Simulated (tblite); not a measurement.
Compound: C3HF5OS.
Numbering: `[F:1][CH:2]([F:3])[O:4][C:5](=[S:6])[C:7]([F:8])([F:9])[F:10]` (hydrogens: H11 on C2)

Computed with GFN2-xTB (tblite), gas phase: Langevin dynamics at 600 K from the optimised GFN2-xTB geometry, time step 0.5 fs, friction 0.01 fs⁻¹, 2000 steps.

Start geometry:
```
atom  x, y, z in Å
F1      1.975    0.850    1.406
C2      1.696    0.253    0.253
F3      2.435    0.840   -0.697
O4      0.352    0.454    0.001
C5     -0.293   -0.397   -0.815
S6      0.318   -1.671   -1.579
C7     -1.763    0.021   -0.922
F8     -2.460   -0.826   -1.671
F9     -2.340    0.063    0.282
F10    -1.883    1.234   -1.465
H11     1.968   -0.818    0.303
```

The statistics below take the 31 frames saved every 25 fs from 250 to 1000 fs; their kinetic temperature (all 3N coordinates) averages 584 K.

Q: How do the bond lengths spread?

A: 
| bond | start (Å) | mean (Å) | standard deviation (Å) | shortest (Å) | longest (Å) |
| --- | --- | --- | --- | --- | --- |
| F1–C2 | 1.328 | 1.347 | 0.036 | 1.272 | 1.425 |
| C2–F3 | 1.340 | 1.327 | 0.049 | 1.241 | 1.440 |
| C2–O4 | 1.382 | 1.392 | 0.052 | 1.289 | 1.502 |
| O4–C5 | 1.343 | 1.348 | 0.029 | 1.266 | 1.393 |
| C5=S6 | 1.607 | 1.612 | 0.036 | 1.533 | 1.708 |
| C5–C7 | 1.532 | 1.543 | 0.042 | 1.438 | 1.630 |
| C7–F8 | 1.328 | 1.335 | 0.030 | 1.280 | 1.420 |
| C7–F9 | 1.336 | 1.353 | 0.041 | 1.277 | 1.443 |
| C7–F10 | 1.334 | 1.340 | 0.042 | 1.258 | 1.416 |
| C2–H11 | 1.106 | 1.119 | 0.032 | 1.064 | 1.190 |

Q: Give the same statistics for bond angles, one of each kind among heavy atoms.

A: 
| angle | start (°) | mean (°) | standard deviation (°) | smallest (°) | largest (°) |
| --- | --- | --- | --- | --- | --- |
| F1–C2–F3 | 107.6 | 107.7 | 3.8 | 99.6 | 114.2 |
| F1–C2–O4 | 107.3 | 109.3 | 4.2 | 101.5 | 117.0 |
| F3–C2–O4 | 110.1 | 107.8 | 3.6 | 99.0 | 115.1 |
| C2–O4–C5 | 119.0 | 119.4 | 4.8 | 107.2 | 129.1 |
| O4–C5–S6 | 127.5 | 126.7 | 4.7 | 119.1 | 139.1 |
| O4–C5–C7 | 109.3 | 108.9 | 5.3 | 98.2 | 120.5 |
| S6–C5–C7 | 123.2 | 123.0 | 5.9 | 111.4 | 133.6 |
| C5–C7–F8 | 111.7 | 112.6 | 4.8 | 101.4 | 124.8 |
| F8–C7–F9 | 107.6 | 106.8 | 5.7 | 97.2 | 116.6 |

Q: How far does each atom move about its mean position (frames aligned on the start, all atoms weighted alike), and what rms force does it feel?

A: 
```tsv
atom	rms displacement (Å)	rms force (eV/Å)
F1	0.35	1.24
C2	0.09	2.53
F3	0.32	1.91
O4	0.34	1.96
C5	0.16	2.02
S6	0.26	1.65
C7	0.09	2.14
F8	0.25	1.42
F9	0.36	1.52
F10	0.37	1.79
H11	0.32	1.15
```

The displacements run from 0.09 to 0.37 Å, the largest at F10.

Q: Follow the torsions F1–C2–O4–C5, C2–O4–C5–S6 and O4–C5–C7–F8 through every second one of these frames.

A: 
```json
{"t (fs)": "250", "F1–C2–O4–C5 (°)": "-122", "C2–O4–C5–S6 (°)": "2", "O4–C5–C7–F8 (°)": "-172"}
{"t (fs)": "300", "F1–C2–O4–C5 (°)": "-117", "C2–O4–C5–S6 (°)": "16", "O4–C5–C7–F8 (°)": "-153"}
{"t (fs)": "350", "F1–C2–O4–C5 (°)": "-106", "C2–O4–C5–S6 (°)": "14", "O4–C5–C7–F8 (°)": "-156"}
{"t (fs)": "400", "F1–C2–O4–C5 (°)": "-81", "C2–O4–C5–S6 (°)": "-25", "O4–C5–C7–F8 (°)": "179"}
{"t (fs)": "450", "F1–C2–O4–C5 (°)": "-95", "C2–O4–C5–S6 (°)": "11", "O4–C5–C7–F8 (°)": "-178"}
{"t (fs)": "500", "F1–C2–O4–C5 (°)": "-97", "C2–O4–C5–S6 (°)": "21", "O4–C5–C7–F8 (°)": "-167"}
{"t (fs)": "550", "F1–C2–O4–C5 (°)": "-85", "C2–O4–C5–S6 (°)": "-11", "O4–C5–C7–F8 (°)": "160"}
{"t (fs)": "600", "F1–C2–O4–C5 (°)": "-67", "C2–O4–C5–S6 (°)": "-22", "O4–C5–C7–F8 (°)": "151"}
{"t (fs)": "650", "F1–C2–O4–C5 (°)": "-98", "C2–O4–C5–S6 (°)": "12", "O4–C5–C7–F8 (°)": "171"}
{"t (fs)": "700", "F1–C2–O4–C5 (°)": "-87", "C2–O4–C5–S6 (°)": "-22", "O4–C5–C7–F8 (°)": "158"}
{"t (fs)": "750", "F1–C2–O4–C5 (°)": "-82", "C2–O4–C5–S6 (°)": "-33", "O4–C5–C7–F8 (°)": "144"}
{"t (fs)": "800", "F1–C2–O4–C5 (°)": "-75", "C2–O4–C5–S6 (°)": "-34", "O4–C5–C7–F8 (°)": "130"}
{"t (fs)": "850", "F1–C2–O4–C5 (°)": "-98", "C2–O4–C5–S6 (°)": "-8", "O4–C5–C7–F8 (°)": "152"}
{"t (fs)": "900", "F1–C2–O4–C5 (°)": "-108", "C2–O4–C5–S6 (°)": "4", "O4–C5–C7–F8 (°)": "159"}
{"t (fs)": "950", "F1–C2–O4–C5 (°)": "-102", "C2–O4–C5–S6 (°)": "3", "O4–C5–C7–F8 (°)": "180"}
{"t (fs)": "1000", "F1–C2–O4–C5 (°)": "-105", "C2–O4–C5–S6 (°)": "-6", "O4–C5–C7–F8 (°)": "-168"}
```

Largest departure from the start value over all these frames: F1–C2–O4–C5 90° (start -157°), C2–O4–C5–S6 42° (start 0°), O4–C5–C7–F8 53° (start -177°).

Q: How widely does the potential energy scatter, against a harmonic estimate?

A: Mean 0.68 eV above the start, standard deviation 0.164 eV, range 0.39 to 1.13 eV. For 27 classical harmonic modes at 600 K the canonical values are 27kT/2 = 0.70 eV and kT·√(27/2) = 0.190 eV.

The run is classical and short, so these are rough statistics of one trajectory.

What follows is the cost of the whole dynamics run. Time: 12 s wall; peak memory 0.18 GiB. Hardware: one thread of an Arm Neoverse V1 (shared host).
